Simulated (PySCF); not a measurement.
F₃Ga, SMILES [F][Ga+]([F])[F] (connectivity only; charge and spin as stated), charge +1, multiplicity 2. Coordinates come from a r2SCAN-D4/def2-SVP optimisation.

Calculation: r2SCAN-D4/def2-SVP run with PySCF.

Harmonic wavenumbers (cm⁻¹): 122, 146, 286, 430, 619, 843. Rotational constants (GHz): 12.27, 3.804, 2.904; symmetry number 2.

### Question
Work out the zero-point energy and the ideal-gas rigid-rotor harmonic-oscillator thermochemistry at 298.15 K and 1 atm.

### Answer
ZPE = ½ Σ hcν = ½ × 2447 cm⁻¹ = 14.63 kJ/mol. H − E(el) = 30.53 kJ/mol. Entropy in J/(mol K): translation 169.13, rotation 99.99, vibration 36.56, spin 5.76, total 311.44. G − E(el) = -62.32 kJ/mol. Cp = 68.89 J/(mol K). Modes under 150 cm⁻¹ make the vibrational entropy uncertain.
